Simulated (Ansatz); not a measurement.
Ligand exchange: HF + Si(CH3)(SiH3)2F → SiH4 + Si(CH3)(SiH3)F2

Species: HF (hydrogen fluoride), singlet; Si(CH3)(SiH3)2F, singlet; SiH4 (silane) `[SiH4]`, singlet; Si(CH3)(SiH3)F2, singlet. The partners trade F for SiH3: H–F and Si–SiH3 bonds give way to H–SiH3 and Si–F.

Shapes, held fixed at every level: PBE0-D4/def2-TZVP. Programs: Ansatz 0.2.0. Electronic energies: no zero-point or thermal term.

```
               level                    kind  ΔE (kJ/mol)  less CCSD(T)/CBS estimate
   PBE-D4/def2-TZVPP                     GGA       -136.3                      +20.5
 B3LYP-D4/def2-TZVPP           global hybrid       -159.9                       -3.1
  wB97M-V/def2-TZVPP  range-separated hybrid       -165.9                       -9.1
  wB97X-V/def2-TZVPP  range-separated hybrid       -161.4                       -4.6
  CCSD(T)/def2-TZVPP   coupled cluster or CI       -159.7                       -2.9
     CCSD/def2-TZVPP   coupled cluster or CI       -164.4                       -7.6
CCSD(T)/CBS estimate   coupled cluster or CI       -156.8                        0.0
```

The highest level, CCSD(T)/CBS estimate, gives ΔE = -156.8 kJ/mol; the levels span -165.9 to -136.3. The column of differences is taken from that level and isn't an error. No measured value is set beside it here. The CBS estimate extrapolates MP2 from def2-TZVPP and def2-QZVPP and adds CCSD(T) − MP2 in the triple-zeta set, cores frozen.
